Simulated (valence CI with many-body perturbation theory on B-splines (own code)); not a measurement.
The numbers below are computed, except where a source is named.
**Zn16+: what the settings do**

Level of theory: relativistic CI+MBPT: four valence electrons over a frozen Dirac-Fock core [Ne], radial functions for each j: 6 s, 6 p, 5 d, 3 f, 1 g, with the one-electron correlation potential Σ1 (screened to all orders), the two-electron term Σ2, the three-electron term Σ3, Breit, model QED; selected single and double excitations, second order for the rest, scaled by the run's own slope (own B-spline code, finite nucleus).

No measured levels were compared; by estimate levels of excited configurations hold to 0.05 to 0.15 % of their energy, terms of the ground configuration to about 0.5 %.

The reference run has the lowest level 3s2 3p2 3P_0 and an ionisation energy of 576.998 eV. Its largest variational space holds 9993 state functions.

Names give the largest LS component (configuration and term), which can be under half, so a name can repeat, a term be missing and a line seem to break the LS rules; names also repeat where a configuration has a term twice.

Reference levels: 3s2 3p2 3P_1 22930, 3s2 3p2 3P_2 38885, 3s2 3p2 1D_2 82831, 3s2 3p2 1S_0 137272, 3s 3p3 5S°_2 298984, 3s 3p3 3D°_1 387565, 3s 3p3 3D°_2 388326, 3s 3p3 3D°_3 396795, 3s 3p3 3P°_0 444885, 3s 3p3 3P°_1 447379, 3s 3p3 3P°_2 448987, 3s 3p3 1D°_2 489564 cm⁻¹.

(1) Rank these changes by the mean size of the shift of these levels, smallest first.
A. scale of Σ1 1 → 0; scale of Σ2 1 → 0; three-electron term on → off
B. scale of Σ2 1 → 1.2
C. hole-hole ladder in Σ2 on → off

Results:

(1) C (29 cm⁻¹), B (75 cm⁻¹), A (420 cm⁻¹).
